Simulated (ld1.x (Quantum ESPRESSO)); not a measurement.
**barium: one change to a TM potential, before and after**

Ba, norm-conserving Troullier–Martins (Kleinman–Bylander form), made with ld1.x (Quantum ESPRESSO) 7.5 (PBEsol, scalar-relativistic). Core [Xe], reference 5d0 6s2 6p0. Waves: 6p (bound, empty): rc 4.20 bohr; 5d (bound, empty): rc 3.00 bohr; 6s (bound): rc 3.05 bohr. Local part: the s channel. Core correction: Bessel-smoothed model core inside 2.05 bohr.

All-electron outer shells of the reference configuration (PBEsol, scalar-relativistic, ld1.x):

```
shell  level (eV)  outermost node (bohr)  outermost maximum (bohr)
   5s      -33.70                   0.80                      1.47
   5p      -18.74                   0.86                      1.67
   6s       -3.25                   1.97                      4.16
   5d       -2.03                   1.00                      2.49
   6p       -1.23                   2.36                      5.40
```

Change: local potential all-electron potential smoothed inside 3.35 bohr (lloc = -1).

Cutoffs: the cutoffs (Ry, on a coarse ladder) from which the occupation-weighted sum of valence levels, in a spherical-Bessel basis at the reference potential, stays within 10 and 1 mRy of its value at 400 Ry; they do not see the model core or the augmentation charge, which bear on the density cutoff. Errors are all-electron minus pseudo energies relative to the spin-unpolarised reference configuration.

Task: Predict the effect on cutoff, ghosts and configuration errors.

Result: The potential gets neither clearly harder nor softer (8 Ry and 15 Ry → 8 Ry and 15 Ry); a bound ghost appears in s, which as a rule spoils a file; the number of tests that count goes from 7 to 5; of the 5 tests that both files solve, the error grows in 3 and shrinks in 1 by more than 15 % and 0.3 meV (median size 8.3 → 18.1 meV); the range in which the s phases agree widens (upper end 0.2 → 1.5); the range in which the p phases agree narrows (upper end 1.2 → -0.0). In the separable form a ghost depends on how the local part lies against the semilocal potential of the channel, so the choice of the local part can create or remove one.

```csv
quantity,base,changed
"cutoff, loose",8 Ry,8 Ry
"cutoff, tight",15 Ry,15 Ry
bound ghosts,none,s
"tests counted (converged, no solver errors)",7 of 7,5 of 7
"error for 5d0 6s1 6p0, meV [ΔE 5.38 eV]",-1.3,-18
"error for 5d0 6s1.5 6p0, meV [ΔE 2.15 eV]",+0.4,-3.7
"error for 5d0 6s1 6p1, meV [ΔE 2.05 eV]",-8.3,+3.8
"error for 5d1 6s0 6p0, meV [ΔE 6.03 eV]",-42,-42
"error for 5d1 6s1 6p0, meV [ΔE 1.34 eV]",-33,-39
s: phases at 4.57 bohr within 0.05 rad from the reference energy up to (Ry; the scan ends near 5),0.2,1.5
p: phases at 4.57 bohr within 0.05 rad from the reference energy up to (Ry; the scan ends near 5),1.2,-0.0
d: phases at 4.57 bohr within 0.05 rad from the reference energy up to (Ry; the scan ends near 5),0.6,3.3
```

Changed file: Tests not counted: 5d0 6s0 6p2 (solver errors, printed error -6.9 eV); 5d0 6s0 6p1 (solver errors, printed error -1.9 eV). A true bound ghost makes a file unfit for plane-wave use even where its test errors are small: the radial tests pick states by their node count and pass the ghost by. Where a test does run into it, the solver fails or the error is huge.
